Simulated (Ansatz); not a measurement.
C2H7FSn (`C[CH2][SnH2][F]`), relaxed with RKS PBE-D4/def2-SVP in Ansatz 0.2.0 from a rough embedded geometry. The force threshold is 0.03 eV/Å; the program also tests the step.

Charge 0, multiplicity 1. Sn: def2 effective core potential.

Start:

```xyz
11

C    -0.798   -1.179    0.096
C     0.312   -0.508   -0.591
Sn    0.580    1.438    0.255
F    -0.957    2.505    0.087
H    -0.662   -1.311    1.176
H    -1.010   -2.225   -0.357
H    -1.767   -0.617   -0.033
H     1.249   -1.114   -0.410
H     0.131   -0.439   -1.677
H     0.950    1.246    1.979
H     1.971    2.202   -0.525
```

(1) How much energy does the relaxation release, and in how many steps? (Estimate.)

(2) Which bonds change most? (Best estimate.)

(3) Give the relaxed structure. (Estimate.)

Answers

(1) Ansatz gave: 8.37 kcal/mol, in 4 steps.

(2) The calculation gave: Sn3–F4 from 1.878 to 1.973 Å; C1–C2 from 1.468 to 1.530 Å; C1–H6 from 1.159 to 1.110 Å; Sn3–H10 from 1.774 to 1.735 Å.

(3) The calculation gave: 
```xyz
11

C    -0.869   -1.229    0.096
C     0.321   -0.542   -0.578
Sn    0.734    1.408    0.285
F    -0.934    2.428    0.025
H    -0.698   -1.383    1.182
H    -1.066   -2.228   -0.346
H    -1.797   -0.632   -0.008
H     1.254   -1.136   -0.486
H     0.150   -0.377   -1.662
H     0.945    1.352    2.006
H     1.960    2.338   -0.513
```
